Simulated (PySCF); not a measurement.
PySCF input for C₂H₂N₃, SMILES C1=NC=N[N]1 (connectivity only; charge and spin as stated), charge -1, multiplicity 1, SMD-B3LYP/def2-SVPD. Coordinates come from a PBE0-D3(BJ)/def2-SVPD optimisation. The spin state was assumed, not searched. The isomer is the one that the SMILES or the coordinates give; other isomers of the formula were not compared.

```python
import numpy as np
from pyscf import gto, scf, dft
from pyscf.solvent import smd

mol = gto.M(
    atom='''
    C     0.00000000    1.03265718    0.32253423
    N     0.00000000    0.00000001    1.18719016
    C     0.00000000   -1.03265717    0.32253425
    N     0.00000000   -0.67733733   -0.96107734
    N     0.00000000    0.67733731   -0.96107734
    H     0.00000000    2.07943800    0.63717039
    H     0.00000000   -2.07943800    0.63717042
    ''',
    basis='def2-SVPD',
    charge=-1,
    spin=0,
    max_memory=1600,
    verbose=3,
)
mf = dft.RKS(mol, xc='b3lyp').density_fit(auxbasis='def2-universal-jkfit')
mf.grids.level = 3
mf.conv_tol = 1e-9
mf.max_cycle = 100
mf.kernel()
res = {}
for name in ['water', 'methanol', 'dichloromethane']:
    s = mf.SMD()
    s.with_solvent.solvent, s.with_solvent.sasa_ng = name, 302
    s.kernel(mf.make_rdm1())
    res[name] = (s.e_tot, s.with_solvent.get_cds(), s.dip_moment(), s.mo_energy, s.converged)
    print(f'SMD {name}: dG(solv) = {(s.e_tot - mf.e_tot) * 627.509474:.3f} kcal/mol, of which CDS {res[name][1] * 627.509474:.3f}')
```

It prints:

```
converged SCF energy = -241.524290180154
converged SCF energy = -241.627932290615

WARN: System has nonzero charge -1; the dipole moment is origin-dependent.
Location of origin: [0. 0. 0.]

Dipole moment(X, Y, Z, Debye): -0.00000,  0.00000,  2.23359
SMD water: dG(solv) = -65.036 kcal/mol, of which CDS -1.179
converged SCF energy = -241.623670543082

WARN: System has nonzero charge -1; the dipole moment is origin-dependent.
Location of origin: [0. 0. 0.]

Dipole moment(X, Y, Z, Debye): -0.00000,  0.00000,  2.20760
SMD methanol: dG(solv) = -62.362 kcal/mol, of which CDS 0.246
converged SCF energy = -241.618787188137

WARN: System has nonzero charge -1; the dipole moment is origin-dependent.
Location of origin: [0. 0. 0.]

Dipole moment(X, Y, Z, Debye): -0.00000,  0.00000,  2.09973
SMD dichloromethane: dG(solv) = -59.298 kcal/mol, of which CDS -2.298
```

The calculation finished and met its thresholds.

Cost: around 60 core-seconds (rough).
